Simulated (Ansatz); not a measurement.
`[SiH3][CH2][SnH2][Cl]` → C• + Cl• + 7 H• + Si• + Sn•  (atomization)

Computed with Ansatz on PBE0-D4/def2-TZVP structures; ΔE is electronic, products minus reactants. CBS: MP2 limit from def2 TZ/QZ plus the TZ coupled-cluster correction, frozen cores. This one scheme is used for every species, atoms too. Open shells (•) are unrestricted, without spin–orbit coupling. Spin–orbit coupling would lower the free atoms: a little for C, Cl, Si; strongly for Sn. def2 core potentials past Kr. Bonds to Sn are less sure, by a few kJ/mol each and by 10 to 20 or more in all where they break to atoms, as the def2 sets lack core-valence functions. One conformer a species, not always the lowest.

```tsv
species	SCS-MP2/def2-TZVPP energy (Eh)
`[SiH3][CH2][SnH2][Cl]`	-1004.61251
C•	-37.76105
Cl•	-459.63520
H•	-0.49981
Si•	-288.90966
Sn•	-213.57512
```

Task: Work out ΔE.

Result: ΔE = 7 × (-0.49981) + (-37.76105) + (-459.63520) + (-288.90966) + (-213.57512) − (-1004.61251) = 1.23281 Eh = +3236.7 kJ/mol. CCSD(T)/CBS gives +3325.3 kJ/mol.

Largest T1 diagnostic among the species: 0.012.

In def2-TZVPP, CCSD(T) changes the Hartree–Fock value by +758.0 kJ/mol (the triples alone add +38.6 kJ/mol) and MP2 by +740.5 kJ/mol; breaking electron pairs costs correlation energy, which Hartree–Fock lacks. From PBE to PBE0 (25 % exact exchange), in def2-TZVPP and without D4, ΔE moves by −6.5 kJ/mol: exact exchange takes away binding that semilocal exchange gives to molecules.

For atomizations the MP2-based limit and the directly extrapolated one differ by several kJ/mol either way, and by 10 to 25 for some Ge, Se and Sn compounds, so smaller differences from it don't rank the levels.
